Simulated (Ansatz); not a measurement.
These are frozen-core CCSD(T)/def2-SVP // PBE-D3(BJ)/def2-SVP run with Ansatz (a quantum-chemistry and plane-wave program) values and carry that method's errors. The restricted HF reference is unstable towards unrestricted orbitals.

Ansatz 0.2 input:
```yaml
crystal:
  periodic: [false, false, false]
  atoms:
    - { symbol: C, position_ang: [-2.412677, -0.488581, 0.109446] }
    - { symbol: C, position_ang: [-2.065772, 0.855053, 0.334438] }
    - { symbol: C, position_ang: [-0.788716, 1.442913, 0.338743] }
    - { symbol: C, position_ang: [0.457823, 0.844553, 0.121353] }
    - { symbol: C, position_ang: [1.70938, 1.502455, 0.141066] }
    - { symbol: C, position_ang: [2.719908, 0.55082, -0.123394] }
    - { symbol: C, position_ang: [2.139378, -0.723072, -0.31566] }
    - { symbol: C, position_ang: [0.737442, -0.602585, -0.175602] }
    - { symbol: C, position_ang: [-0.192768, -1.641726, -0.294239] }
    - { symbol: C, position_ang: [-1.592245, -1.59582, -0.168502] }
    - { symbol: H, position_ang: [-3.4927, -0.707314, 0.158434] }
    - { symbol: H, position_ang: [-2.907385, 1.537589, 0.533875] }
    - { symbol: H, position_ang: [-0.758939, 2.527629, 0.541343] }
    - { symbol: H, position_ang: [1.856341, 2.573267, 0.331225] }
    - { symbol: H, position_ang: [3.795943, 0.768701, -0.172211] }
    - { symbol: H, position_ang: [2.673559, -1.65591, -0.536703] }
    - { symbol: H, position_ang: [0.238028, -2.633191, -0.517736] }
    - { symbol: H, position_ang: [-2.116702, -2.554983, -0.305974] }
basis:
  gaussian: { orbitals: def2-SVP }
correlation:
  method: ccsd_t
```

Output:

```
Functional definition: HF
1876 factors; integrals over basis functions are off by at most 1.6e-3 eV
mean field evaluation 1: about -10417.2855 eV, gradient 3.7e1 eV
mean field evaluation 2: about -10417.2997 eV, gradient 3.7e1 eV
mean field evaluation 4: about -10421.8011 eV, gradient 6.4e0 eV
mean field evaluation 8: about -10421.9163 eV, gradient 2.6e-1 eV
mean field evaluation 16: about -10421.8997 eV, gradient 1.7e0 eV
mean field -10421.91704679 eV, -382.9983872403 hartree, gradient 1.7e-6 eV, S^2 0.000000; 0 other end points of the search recorded, 0 dependent functions left out; unrestricted orbitals would lower it
10 core orbitals not correlated
reference -10421.91704679 eV, -382.9983872403 hartree; 24, 24 occupied and 146, 146 virtual orbitals, 1876 factors
second order -35.62765813 eV of doubles, -0.00000000 eV of singles
cycle   1  -35.44118327 eV  change    1.9e-1 eV  update   1.7e-1
cycle   2  -36.51245943 eV  change    -1.1e0 eV  update   6.6e-2
cycle   3  -36.81093504 eV  change   -3.0e-1 eV  update   3.0e-2
cycle   4  -36.84810463 eV  change   -3.7e-2 eV  update   1.2e-2
cycle   5  -36.84864166 eV  change   -5.4e-4 eV  update   6.0e-3
cycle   6  -36.85035074 eV  change   -1.7e-3 eV  update   2.1e-3
cycle   7  -36.85004708 eV  change    3.0e-4 eV  update   9.3e-4
cycle   8  -36.84990241 eV  change    1.4e-4 eV  update   3.8e-4
cycle   9  -36.84995359 eV  change   -5.1e-5 eV  update   1.5e-4
cycle  10  -36.84994054 eV  change    1.3e-5 eV  update   5.6e-5
perturbative correction -1.87802715 eV, -0.0690162247 hartree
Total energy: -10460.64501447 eV, -384.4216138020 hartree
```

Cost: around 8 core-minutes (rough).
